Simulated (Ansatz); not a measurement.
`NC[O][GaH2]`. Total charge 0; spin multiplicity 1. All single points use the PBE0-D4/def2-TZVP geometry. It is one conformer, not always the lowest.

```xyz
10

N    -0.603   -0.208    1.743
C    -0.716    0.324    0.423
O    -0.218   -0.531   -0.587
Ga    1.084   -0.082   -1.721
H    -1.073   -1.102    1.807
H     0.367   -0.353    1.995
H    -0.204    1.296    0.402
H    -1.778    0.498    0.218
H     1.439   -1.186   -2.757
H     1.701    1.343   -1.523
```

(1) What is the dipole moment at r2SCAN/def2-TZVPP? (Best estimate.)

(2) And with PBE, B3LYP, ωB97M-V? (Estimate.)

(3) Give the Mulliken charges with r2SCAN, B3LYP, PBE in def2-TZVPP. (Estimate.)

## Answers

(1) Ansatz gave: 0.98 D, with components (0.89, -0.03, -0.42) D in this frame, pointing from negative to positive charge.

(2) Ansatz gave: PBE 0.89 D, B3LYP 1.09 D, ωB97M-V 1.21 D.

(3) Computed: 
```tsv
atom	r2SCAN	B3LYP	PBE
N1	-0.35	-0.32	-0.32
C2	0.20	0.09	0.05
O3	-0.40	-0.39	-0.31
Ga4	0.33	0.31	0.23
H5	0.14	0.13	0.14
H6	0.13	0.12	0.13
H7	0.04	0.07	0.07
H8	0.04	0.09	0.09
H9	-0.05	-0.04	-0.02
H10	-0.07	-0.06	-0.05
```

B3LYP here is the variant with VWN-RPA as its local correlation; programs differ in this.
